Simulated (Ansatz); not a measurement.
Reactions of `C[O][Mg][Br]`.

Computed with Ansatz on PBE0-D4/def2-TZVP structures; ΔE is electronic, products minus reactants. CCSD(T)/CBS is the MP2 limit (def2-TZVPP, def2-QZVPP) plus CCSD(T) − MP2 in def2-TZVPP, frozen cores. This one scheme is used for every species. Functionals use def2-TZVPP. Elements past krypton have def2 core potentials. For Br, Ge, In, Mg outer-core shells are correlated without core-valence functions, which leaves a few kJ/mol of doubt a bond. Scalar relativity is left out up to krypton. Each species was taken in one conformer, which may not be the lowest.

```tsv
reaction	ωB97M-V (kJ/mol)	HF/CBS(def2) (kJ/mol)	B97M-V (kJ/mol)	revPBE-D4 (kJ/mol)	CCSD(T)/CBS(def2) (kJ/mol)
`C[O][Mg][Br]` + H–F → `C[O][Mg][F]` + HBr	32	44	27	25	35
`C[O][Mg][Br]` + `C[CH2][AlH][Br]` → `C[CH2][Mg][O]C` + `[Br][AlH][Br]`	71	89	70	62	65
`C[O][Mg][Br]` + HCl → `[Cl][Mg][Br]` + CH₃OH	-82	-92	-85	-81	-77
`C[O][Mg][Br]` + `[NH2][In]([SH])[O][SiH3]` → `C[O][Mg][O][SiH3]` + `[NH2][In]([SH])[Br]`	-34	-36	-34	-36	-37
`C[O][Mg][Br]` + H₂ → `[MgH][Br]` + CH₃OH	89	83	71	88	101
`C[O][Mg][Br]` + `O[SiH2]O` → `C[O][MgH]` + `O[SiH](O)Br`	92	119	74	81	100
`C[O][Mg][Br]` + `[CH3][Ge][F]` → `[CH3][Mg][Br]` + `C[O][Ge][F]`	-4	19	-8	-10	2
```

Largest T1 diagnostic: 0.015, for `C[O][Ge][F]`.
